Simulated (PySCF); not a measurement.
# Structure from NMR data

Molecular formula: C8H10. Simulated spectra:

1H NMR (400 MHz, computed): δ 6.11 (m, 1H), 5.89 (m, 1H), 5.66 (m, 1H), 3.26 (m, 1H), 2.39 (m, 2H), 2.25 (m, 2H), 2.01 (m, 1H), 1.92 (m, 1H).

13C{1H} NMR (computed): δ 133.1 (CH2), 125.8 (CH), 106.8 (C), 88.9 (C), 30.6 (CH2), 25.1 (CH), 17.9 (CH2).

Theoretical values (PySCF 2.14): σ from GIAO-PBE0/pcSseg-1, geometry from GFN2-xTB. In vacuum, one conformer, averaged over atoms made equivalent by symmetry, fast rotation or ring inversion, relativity neglected.

References, each an isolated molecule treated in the same way: 1H (σ = 31.72 ppm) and 13C (σ = 186.93 ppm) against TMS.

Q: Which candidate is it?
A. Cc1cccc(C)c1
B. C=CCC1=CCC=C1
C. C=CC#CC1CCC1

A: C. 

The formula gives 4 degrees of unsaturation (1 ring in the answer). 7 carbon signals for 8 carbons: some carbons are equivalent by symmetry or fast rotation. Carbon types of the structure: 2 × C, 2 × CH, 4 × CH2, which accounts for all hydrogens. δC 133.1: terminal =CH2 carbon; an sp2 carbon of a C=C bond. δC 125.8: alkene CH; an sp2 carbon of a C=C bond. δC 106.8, 88.9: alkyne carbon. δC 30.6, 17.9: sp3 CH2 in a ring; saturated and bonded to C and H only. δH 6.11: hydrogen on an alkene CH; attached to an sp2 carbon and in the plane of the double bond.

The others: Cc1cccc(C)c1 would give 5 carbon signals, not 7; C=CCC1=CCC=C1 would give 8 carbon signals, not 7.

Shifts are as computed. Against solution values, carbons near 30 ppm lie about +3 ppm off and those near 130 ppm about +5 ppm. Of 1211 compounds with measured shifts, 218 miss one by over three times the rms of a fit or turn the order of signals round; such compounds aren't used in these exercises. No couplings were computed; multiplicities are counted from neighbouring protons, with m where these are inequivalent, close in shift, in a saturated or five-membered ring or joined by F or P, and br s for small geminal =CH2 splittings.
